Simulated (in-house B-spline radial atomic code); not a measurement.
Ba. Computed with a B-spline radial atomic code. Model: non-relativistic spherical atom: semilocal Troullier-Martins pseudo-atom, one channel per l, against all electrons, high spin, G0W0 and RPA with empty states to l = 8, local potential for every l without a channel, a model core (radius 0 = none) keeps its share of the functional.

Without relativity these are model numbers for so heavy an element.

What the tables leave out is listed at the end.

The pseudopotential gives back the lowest level of each angular momentum of its own functional in the configuration it was made in; a second state of the same l is only approximately right. Exact exchange, RPA and GW see the smooth pseudo-orbitals and miss the exchange with the core, for which the functional's share stands in. The column with an uncorrelated core keeps all orbitals and exact exchange, and so separates missing core correlation from pseudisation. Only the three outermost levels and the lowest empty one were computed. RPA here is direct RPA, with no exchange kernel, and its energies carry an (l + 1/2)⁻⁴ tail. A hybrid on a potential with a model core restores only its own semilocal share of the core's exchange.

Command:
```bash
python run_psgw.py task.json out
```
Settings (lengths in bohr, energies in hartree):
```
Z                      56
electrons              56
configuration          [Xe] 6s2
generated_in           [Xe] 6s2
functional             pbe,pbe
core_shells            10
radius_factor          1
core_correction        True
ion_configuration      [Xe] 6s1
```

Cost of the run: 73 s on 1 thread of Arm Neoverse N1, on a shared host.

Given: made with PBE; model core radius 1.321 bohr; local radius 1.936 bohr; mean-field start PBE0.

Valence shells of the generating configuration: 5p, 6s.

Channel: s 3.4, p 1.678, d 2.38 (radii in bohr).

Computed: largest level miss in the spin-unpolarised generating configuration 0.001 eV; valence RPA correlation energy all-electron orbitals -0.30882 hartree; all-electron RPA polarisability, core included 172.38 bohr³; pseudo-atom RPA polarisability 160.12 bohr³; ionisation by mean-field all-electron 4.9632 eV; ionisation by RPA all-electron 5.2939 eV; ionisation by RPA pseudo minus all 0.2 eV.

| level | occupied | mean-field all-electron (eV) | mean-field pseudo minus all (eV) | G0W0 all-electron (eV) | G0W0 uncorrelated core minus all (eV) | G0W0 pseudo minus all (eV) | exchange self-energy all-electron (eV) | exchange self-energy pseudo (eV) |
| --- | --- | --- | --- | --- | --- | --- | --- | --- |
| 6s | 1 | -3.5884 | -0.075 | -5.2094 | 0.057 | -0.231 | -6.0041 | -6.1554 |
| 5d (empty) | 0 | -1.7333 | 0.115 | -0.59825 | 0.129 | 0.134 | -4.4583 | -2.9074 |

Q: What is the ionisation by mean-field pseudo minus all?

A: 0.097 eV.

Q: What is the valence RPA correlation energy pseudo?

A: -0.40595 hartree.

Among the listed levels the largest G0W0 shift of the pseudo-atom is -0.23 eV, for 6s on the PBE0 start, while leaving the core uncorrelated moves that level by +0.06 eV. So pseudisation and the lost core exchange, not the missing core correlation, make the error. Not in the tables (levels of low weight, unsolved or above zero; the highest and the empty levels are kept at any weight): the PBE start was refused, since an empty level lay at or below an occupied one; on PBE0 the G0W0 levels 5p (pseudo minus all +1.82 eV, weights 0.55 and 0.30); no Hartree-Fock pseudo-atom is run with a model core.
